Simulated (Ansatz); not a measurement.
Basis sets compared for Ga₆P₆H₁₈, a cluster cut from wurtzite GaP (hydrogen-capped). Charge 0, multiplicity 1. Geometry PBE-D4/def2-SVP. Ansatz on 2 threads of AMD EPYC 7R13 on a shared host and a share (18 GiB) of an NVIDIA H100 80GB HBM3; times are rough, and most runs start from earlier orbitals.

```xyz
30

P     1.1054   -1.8052   -1.8653
Ga    2.4669   -1.0079   -0.0275
Ga    1.1557    2.0974   -2.0742
P     2.0776    1.3088    0.0244
P     1.1128   -1.8859    1.7788
Ga    1.1652    2.0029    2.1601
Ga   -1.1883   -1.0736   -2.1300
P    -1.0998    1.2517   -1.8035
P    -2.0464   -1.9418   -0.0380
Ga   -1.1794   -1.1659    2.0865
Ga   -2.5055    1.9386    0.0481
P    -1.0920    1.1714    1.8618
H     1.7946   -1.4824   -3.0731
H     1.1778   -3.2332   -1.9452
H     3.9025   -1.6528   -0.0446
H     1.8373    1.2468   -3.2321
H     1.1152    3.6737   -2.0531
H     3.4288    1.7855    0.0304
H     1.1841   -3.3160    1.7939
H     1.8081   -1.6185    2.9965
H     1.8511    1.1007    3.2756
H     1.1261    3.5785    2.2102
H    -1.8773   -1.7564   -3.3694
H    -1.7974    1.6926   -2.9748
H    -2.0591   -3.3733   -0.0691
H    -3.4548   -1.7097   -0.0301
H    -1.8629   -1.9027    3.2976
H    -2.5695    3.5138    0.0825
H    -3.7909    1.0024    0.0305
H    -1.7860    1.5604    3.0534
```

Single mean-field runs in def2-TZVP are fitted with def2-universal-jkfit.

Binding counts from free atoms (P quartet, Ga doublet, H doublet) in the same basis, without a counterpoise term.

```tsv
level	functions	energy (Eh)	HOMO (eV)	LUMO (eV)	binding per atom (eV)	wall time
PBE-D4/def2-SVP	390	-13603.5120	-6.10	-1.96	2.72	6 s
PBE0-D4/def2-SVP	390	-13603.9647	-7.17	-1.20	2.72	6.5 s
```

(1) Estimate the rows for PBE-D4/def2-TZVP (with forces), PBE0-D4/def2-TZVP.

Results:

(1) 
```csv
level,functions,energy (Eh),HOMO (eV),LUMO (eV),binding per atom (eV),wall time
PBE-D4/def2-TZVP (with forces),618,-13605.7006,-6.16,-2.25,2.72,8.5 s
PBE0-D4/def2-TZVP,618,-13606.1359,-7.20,-1.49,2.72,7 s
```
